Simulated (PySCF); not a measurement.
[Ce(NH3)6]4+ at several levels of theory

Computed with PySCF 2.14.0 (density fitting, no spin-orbit coupling) at the geometry relaxed with BP86:

```xyz
25
[Ce(NH3)6]4+ (singlet; a saddle point, relaxed within its symmetry)
Ce    0.0000    0.0000    0.0000
N     0.0268    0.0310    2.5363
H     0.8446    0.5063    2.9876
H    -0.7809    0.5053    3.0066
H     0.0330   -0.9017    3.0145
N    -0.0268   -0.0310   -2.5363
H     0.7809   -0.5053   -3.0066
H    -0.8446   -0.5063   -2.9876
H    -0.0330    0.9017   -3.0145
N     2.5363   -0.0020    0.0059
H     2.9990   -0.4718    0.8207
H     3.0077   -0.4693   -0.8052
H     3.0014    0.9373    0.0084
N     0.0000    2.5360    0.0295
H     0.3800    2.9905    0.8941
H     0.5509    3.0146   -0.7230
H    -0.9349    3.0013   -0.0619
N    -2.5363    0.0020   -0.0059
H    -3.0077    0.4693    0.8052
H    -2.9990    0.4718   -0.8207
H    -3.0014   -0.9373   -0.0084
N     0.0000   -2.5360   -0.0295
H    -0.5509   -3.0146    0.7230
H    -0.3800   -2.9905   -0.8941
H     0.9349   -3.0013    0.0619
```

| level | basis | state | HOMO (eV) | gap (eV) | charge on Ce1 (e) | population of f-type functions on Ce1 (polarisation alone where 4f lies in the core) | dipole about the centre of mass (D) | largest force component (eV/Å) |
| --- | --- | --- | --- | --- | --- | --- | --- | --- |
| BP86 | Ce lcecp-2-SVP with ECP46, N def2-SVP, H def2-SVP | singlet | – | – | 1.56 | 0.09 | 0.00 | 0.01 |
| TPSS | the same | singlet | – | – | 1.71 | 0.09 | 0.00 | 0.25 |
| revPBE | the same | singlet | – | – | 1.64 | 0.09 | 0.00 | 0.16 |
| PBE0 | the same | singlet | – | – | 1.81 | 0.09 | 0.00 | 0.37 |
| BP86 | Ce lcecp-2-TZVP with ECP46, N def2-TZVP, H def2-TZVP | singlet | – | – | 2.10 | 0.13 | 0.00 | 0.58 |

In the lcecp rows the 4f levels are missing from HOMO and gap, and the state counts the valence alone.

Charges are Mulliken's, which hang on the basis. The relaxation used the grid (50, 194), these runs (75, 302) or, all-electron (x2c bases, spin-free X2C Hamiltonian), (99, 590).

Question: What does HF with Ce lcecp-2-SVP with ECP46, N def2-SVP, H def2-SVP give here?

Answer: state singlet, charge on Ce1 (e) 2.41, population of f-type functions on Ce1 (polarisation alone where 4f lies in the core) 0.08, dipole about the centre of mass (D) 0.00, largest force component (eV/Å) 1.38. Time: 8.5 s on 4 threads of Arm Neoverse V1, with other jobs on the host, from an already converged density.
